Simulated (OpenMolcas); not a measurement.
OpenMolcas run: Zr

Input:

```
&GATEWAY
Coord
1

Zr 0.0 0.0 0.0
Basis=ANO-RCC-VDZP
Group=XYZ
NoMove
AngMom=0.0 0.0 0.0
AMFI
&SEWARD
&RASSCF
FileOrb=start.orb
Symmetry=1
Spin=3
nActEl=4 0 0
Inactive=9 9
Ras2=6 0
CIRoot=55 55 1
SDav=105
CIMx=300
Iter=120 100
PrWF=0.3
OrbListing=Nothing
MaxOrb=0
Atom
>>> COPY $Project.JobIph JOB001
&RASSCF
FileOrb=start.orb
Symmetry=1
Spin=5
nActEl=4 0 0
Inactive=9 9
Ras2=6 0
CIRoot=15 15 1
SDav=15
CIMx=300
Iter=120 100
PrWF=0.3
OrbListing=Nothing
MaxOrb=0
Atom
CIOnly
>>> COPY $Project.JobIph JOB002
&RASSCF
FileOrb=start.orb
Symmetry=1
Spin=1
nActEl=4 0 0
Inactive=9 9
Ras2=6 0
CIRoot=105 105 1
SDav=105
CIMx=300
Iter=120 100
PrWF=0.3
OrbListing=Nothing
MaxOrb=0
Atom
CIOnly
>>> COPY $Project.JobIph JOB003
&RASSI
NrOfJobIphs=3 55 15 50
1 2 3 4 5 6 7 8 9 10 11 12 13 14 15 16 17 18 19 20 21 22 23 24 25 26 27
28 29 30 31 32 33 34 35 36 37 38 39 40 41 42 43 44 45 46 47 48 49 50 51
52 53 54 55
1 2 3 4 5 6 7 8 9 10 11 12 13 14 15
1 2 3 4 5 6 7 8 9 10 11 12 13 14 15 16 17 18 19 20 21 22 23 24 25 26 27
28 29 30 31 32 33 34 35 36 37 38 39 40 41 42 43 44 45 46 47 48 49 50
IphNames
JOB001
JOB002
JOB003
EJob
SpinOrbit
DIPRint=1.0
SOCoupling=1000.0
Subsets=2
MEES
Property=10
'ANGMOM' 1 'ANGMOM' 2 'ANGMOM' 3 'MLTPL  1' 1 'MLTPL  1' 2 'MLTPL  1' 3
'AMFI' 1 'AMFI' 2 'AMFI' 3 'MLTPL  2' 6
SOProperty=3
'ANGMOM' 1 'ANGMOM' 2 'ANGMOM' 3
```

Launched by
```bash
OMP_NUM_THREADS=1 MOLCAS_MEM=2252 MOLCAS_PROJECT=a pymolcas a.inp > a.log  # once for each step of the input, in one work folder
```

A driver script runs the steps one by one and writes start.orb anew before each from the orbitals found so far, so a CI-only block uses the converged orbitals of the first block.

Output, cut to the results:

```
--- SEWARD ---
Basis set label: ZR.ANO-RCC...6S5P3D1F.

      Electronic valence basis set:
      ------------------
      Associated Effective Charge  40.000000 au
      Associated Actual Charge     40.000000 au
      Nuclear Model: Point charge

      Shell  nPrim  nBasis  Cartesian Spherical Contaminant
         s      21       6        X
         p      18       5        X
         d      13       3                 X
         f       6       1                 X
                  Relativistic Douglas-Kroll-Hess integrals:
                    - DKH order of Hamiltonian: 2
                    - DKH order of Properties : 0
                  Atomic mean-field integrals
--- RASSCF ---
Wave function specifications:
      -----------------------------

      Number of closed shell electrons          36
      Number of electrons in active shells       4
      Max number of holes in RAS1 space          0
      Max nr of electrons in RAS3 space          0
      Number of inactive orbitals               18
      Number of active orbitals                  6
      Number of secondary orbitals              19
      Spin quantum number                      1.0
      State symmetry                             1
Orbital specifications:
      -----------------------

      Symmetry species                           1   2
                                                ag  au
      Frozen orbitals                            0   0
      Inactive orbitals                          9   9
      Active orbitals                            6   0
      RAS1 orbitals                              0   0
      RAS2 orbitals                              6   0
      RAS3 orbitals                              0   0
      Secondary orbitals                         6  13
      Deleted orbitals                           0   0
      Number of basis functions                 21  22
      Number of CSFs                           105
      Number of root(s) required                55
      Iter CI   SX   CI       RASSCF       Energy    max ROT     max BLB   max BLB  Level Ln srch  Step   QN
          iter iter root      energy       change     param      element    value   shift minimum  type update
 Nr of preliminary CI iterations:   1
      Total energies have been shifted. Add                -3000.00 au
        1   1    4    0  -595.74728153    0.00E+00   2.29E-03    9  15 1 -2.71E-03*  0.04   0.00    SX    NO
        2   1    4    0  -595.74729053   -9.00E-06*  6.89E-04    9  13 2 -9.30E-04*  0.04   0.00    SX    NO
        3   1    4    0  -595.74729148   -9.53E-07*  3.16E-04    9  13 2  4.16E-04*  0.04   0.00    SX    NO
        4   1    4    0  -595.74729169   -2.13E-07*  1.71E-04    9  13 2 -2.17E-04*  0.04   0.00    SX    NO
        5   1    4    0  -595.74729175   -5.52E-08*  5.51E-05    9  13 2  1.10E-04*  0.04   0.66    QN   YES
        6   1    3    0  -595.74729177   -1.87E-08* -3.74E-06   15  16 1 -2.08E-06   0.04   1.00    QN   YES
        7   1    2    0  -595.74729177   -9.55E-12   1.70E-06    9  16 1  1.19E-06   0.04   2.50    QN   YES
      Convergence after  7 iterations
        8   1    2    0  -595.74729177   -4.55E-13   1.70E-06    9  10 2 -2.47E-07   0.04   2.50    QN   YES
      Natural orbitals and occupation numbers for root  1
      sym 1:   0.273336   0.036129   0.740960   0.744146   0.276730   1.928699
      Natural orbitals and occupation numbers for root  2
      sym 1:   0.038330   0.964500   0.053156   0.052882   0.964373   1.926759
      Natural orbitals and occupation numbers for root  3
      sym 1:   0.185853   0.831404   0.189234   0.829436   0.035993   1.928079
::    RASSCF root number  1 Total energy:  -3595.80013163
::    RASSCF root number  2 Total energy:  -3595.80013163
::    RASSCF root number  3 Total energy:  -3595.80013163
::    RASSCF root number  4 Total energy:  -3595.80013163
::    RASSCF root number  5 Total energy:  -3595.80013163
::    RASSCF root number  6 Total energy:  -3595.80013163
::    RASSCF root number  7 Total energy:  -3595.80013163
::    RASSCF root number  8 Total energy:  -3595.78897357
::    RASSCF root number  9 Total energy:  -3595.78897357
::    RASSCF root number 10 Total energy:  -3595.78897357
::    RASSCF root number 11 Total energy:  -3595.75451772
::    RASSCF root number 12 Total energy:  -3595.75451772
::    RASSCF root number 13 Total energy:  -3595.75451772
::    RASSCF root number 14 Total energy:  -3595.75451772
::    RASSCF root number 15 Total energy:  -3595.75451772
...
--- RASSI ---
SPIN-FREE ENERGIES:
  (Shifted by EMIN (a.u.) =      -3595.8056390103)

 SF State       Relative EMIN(au)   Rel lowest level(eV)    D:o, cm**(-1)      L_eff

    56             0.0000000000        0.0000000000              0.0000         3.0
    57             0.0000000000        0.0000000000              0.0000         3.0
    58             0.0000000000        0.0000000000              0.0000         3.0
    59             0.0000000000        0.0000000000              0.0000         3.0
    60             0.0000000000        0.0000000000              0.0000         3.0
    61             0.0000000000        0.0000000000              0.0000         3.0
    62             0.0000000000        0.0000000000              0.0000         3.0
     1             0.0055073798        0.1498634393           1208.7302         3.0
     2             0.0055073798        0.1498634393           1208.7302         3.0
     3             0.0055073798        0.1498634393           1208.7302         3.0
     4             0.0055073798        0.1498634393           1208.7302         3.0
     5             0.0055073798        0.1498634393           1208.7302         3.0
     6             0.0055073798        0.1498634393           1208.7302         3.0
     7             0.0055073798        0.1498634393           1208.7302         3.0
     8             0.0166654357        0.4534896066           3657.6403         1.0
     9             0.0166654357        0.4534896066           3657.6403         1.0
    10             0.0166654357        0.4534896066           3657.6403         1.0
    71             0.0258738873        0.7040643418           5678.6619         2.0
    72             0.0258738873        0.7040643418           5678.6619         2.0
    73             0.0258738873        0.7040643418           5678.6619         2.0
    74             0.0258738873        0.7040643418           5678.6619         2.0
...
```

Levels above the lowest, from the spin-orbit matrix, grouped by J:

| Configuration | Term | J | E (cm⁻¹) | g | Term weight % |
| --- | --- | --- | --- | --- | --- |
| 4d³ 5s | ⁵F | 1 | 0.0 | -0.001 | 100 |
| 4d³ 5s | ⁵F | 2 | 158 | 1.000 | 100 |
| 4d³ 5s | ⁵F | 3 | 393 | 1.250 | 100 |
| 4d³ 5s | ⁵F | 4 | 699 | 1.351 | 100 |
| 4d³ 5s | ⁵F | 5 | 1071 | 1.401 | 100 |
| 4d² 5s² | ³F | 2 | 1232 | 0.668 | 99 |
| 4d² 5s² | ³F | 3 | 1700 | 1.084 | 100 |
| 4d² 5s² | ³F | 4 | 2267 | 1.250 | 100 |
| 4d² 5s² | ³P | 0 | 3973 |  | 100 |
| 4d² 5s² | ³P | 1 | 4121 | 1.504 | 100 |
| 4d² 5s² | ³P | 2 | 4318 | 1.482 | 95 |
| 4d² 5s² | ¹D | 2 | 6418 | 1.018 | 95 |
| 4d³ 5s | ⁵P | 1 | 8652 | 2.499 | 100 |
| 4d³ 5s | ⁵P | 2 | 8810 | 1.832 | 99 |
| 4d³ 5s | ⁵P | 3 | 9021 | 1.668 | 100 |
| 4d² 5s² | ¹G | 4 | 9749 | 1.001 | 99 |
| 4d³ 5s | ³G | 3 | 11553 | 0.784 | 90 |
| 4d³ 5s | ³G | 4 | 11722 | 1.059 | 93 |
| 4d³ 5s | ³F(1) | 2 | 11792 | 0.669 | 99 |
| 4d³ 5s | ³G | 5 | 12000 | 1.198 | 98 |
| 4d³ 5s | ³F(1) | 3 | 12236 | 1.051 | 89 |
| 4d³ 5s | ³F(1) | 4 | 12745 | 1.237 | 94 |
| 4d³ 5s | ³H | 4 | 14643 | 0.804 | 98 |
| 4d³ 5s | ³H | 5 | 14809 | 1.036 | 98 |

Against the 18 measured excited levels shown (NIST Handbook of Basic Atomic Spectroscopic Data) the mean absolute deviation is 2900 cm-1; the largest miss in energy is 4d³ 5s ⁵F₁: computed -1232, measured 4871 cm⁻¹ (-125.3 %). Levels of one J stand in another order than measured, so their pairing by name is doubtful. These deviations count from the computed level that pairs with the measured ground level.

Without dynamic correlation excited terms often stand tens of per cent too high (terms of higher spin than the ground term too low), and those without a measured partner can miss by more than the paired ones. Terms from blocks run as CI alone lack orbitals of their own. The lowest computed level is not the ground level that NIST lists (3F2). Configurations are named by rounded mean occupations; where the s occupation lies near a half they are strongly mixed, a name can repeat and a true partner stay unpaired. A single d shell beside an s shell can misplace configurations of different d count against each other. Measured partners are found by configuration, term and J. A level has none where our copy of the source lacks it or the pairing is in doubt (some pairs that miss far off the trend of their configuration count as doubtful), and it then counts in no deviation. Only configurations of the active space appear. The first state left out of the spin-orbit step lies near 34000 cm-1 above the lowest spin-free state of the reference (among the parities and spins computed), and the list stops at four fifths of that energy or lower. The table shows the lowest 24 of 46 levels.

The RASSCF and RASSI steps took 46 s on 1 thread of Arm Neoverse V2, on a shared host; the integral step is not counted.

The term weight is that of the spin-free term in the level, not the purity of its configuration. A number in round brackets counts repeated terms of one configuration in the order of the reference energies.
